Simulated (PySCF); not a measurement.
## The second ionisation energy along the alkali metals

Calculated with PySCF 2.14 from differences of total energies of unrestricted determinants, without spin-orbit coupling. Values in eV. The last column holds reference values (NIST; (s) semi-empirical, (t) theoretical, else measured). Unmarked ones compare directly (S terms, centres of terms, or small fine structure); those marked * lie between the lowest fine-structure levels and include a spin-orbit shift.

```csv
element,configurations,UHF,MN15,MP2 (valence),SCS-MP2 (valence),CCSD (valence),CCSD(T) (valence),reference
"K (Sapporo-DKH3-DZP-2012, spin-free X2C)",[Ar] → [Ne] 3s2 3p5,30.477,31.760,31.697,31.627,31.641,31.649,31.625 *
"Rb (Sapporo-DKH3-DZP-2012, spin-free X2C)",[Kr] → [Ar] 3d10 4s2 4p5,26.451,27.349,27.437,27.382,27.405,27.408,27.290 *
"Cs (Sapporo-DKH3-DZP-2012, spin-free X2C)",[Xe] → [Kr] 4d10 5s2 5p5,22.677,23.545,23.463,23.420,23.450,23.452,23.157 *
```

"Valence" correlates the outer s and p shells and, in groups 3 to 12 and the f block, the outer d or f shell, open or full, or the next shell where the ion has no valence electron left; the wider scheme adds the next inner shell.
